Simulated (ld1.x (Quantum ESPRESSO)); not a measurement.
# Which change was made? (Se, TM)

* Element: Se
* Generator: ld1.x (Quantum ESPRESSO) 7.5
* Type: norm-conserving Troullier–Martins (Kleinman–Bylander form)
* Functional: BP86
* Relativity: scalar-relativistic
* Frozen core: [Ar]
* Valence charge: 16
* Reference configuration: 3d10 4s1 4p5
* Partial waves: 4s (bound): rc 1.15 bohr; 3d (bound): rc 1.20 bohr; 4p (bound): rc 1.25 bohr
* Local potential: the p channel
* Core correction: none

Cutoffs, loose and tight: the cutoffs (Ry, on a coarse ladder) from which the occupation-weighted sum of valence levels, in a spherical-Bessel basis at the reference potential, stays within 10 and 1 mRy of its value at 400 Ry. They do not see the model core or the augmentation charge, which bear on the density cutoff. Test errors are all-electron minus pseudo excitation energies from the reference, over the configurations 3d10 4s2 4p4; 3d10 4s2 4p3; 3d10 4s2 4p2; 3d9 4s2 4p5; 3d10 4s2 4p1; 3d10 4s2 4p3.5; 3d9 4s2 4p4; variants that change the core or the reference have their own tests. The largest error is taken over the tests solved by every variant that gives reliable tests at all, those not shown here included: 3d10 4s2 4p1; 3d10 4s2 4p2; 3d10 4s2 4p3; 3d10 4s2 4p3.5; 3d10 4s2 4p4.

The base gives: outcome: generated; cutoff, loose: 230 Ry; cutoff, tight: over 300 Ry; bound ghosts: none; largest test error (meV): +15.

(1) After one change the result is: outcome: generated; cutoff, loose: 260 Ry; cutoff, tight: over 300 Ry; bound ghosts: none; largest test error (meV): +32. Which change was it?
A. all radii scaled by about 1.17 (s 1.34, p 1.46, d 1.40 bohr)
B. all radii scaled by about 0.83 (s 0.96, p 1.04, d 1.00 bohr)
C. all radii scaled by about 0.93 (s 1.08, p 1.16, d 1.12 bohr)
D. all radii scaled by about 1.28 (s 1.48, p 1.60, d 1.54 bohr)

Results:

(1) C. The others give: all radii scaled by about 1.28 (s 1.48, p 1.60, d 1.54 bohr) → outcome: generated; cutoff, loose: 200 Ry; cutoff, tight: 260 Ry; bound ghosts: none; largest test error (meV): -4.1 | all radii scaled by about 1.17 (s 1.34, p 1.46, d 1.40 bohr) → outcome: generated; cutoff, loose: 230 Ry; cutoff, tight: 300 Ry; bound ghosts: none; largest test error (meV): -1.3 | all radii scaled by about 0.83 (s 0.96, p 1.04, d 1.00 bohr) → outcome: generated; cutoff, loose: 300 Ry; cutoff, tight: over 300 Ry; bound ghosts: none; largest test error (meV): +193.
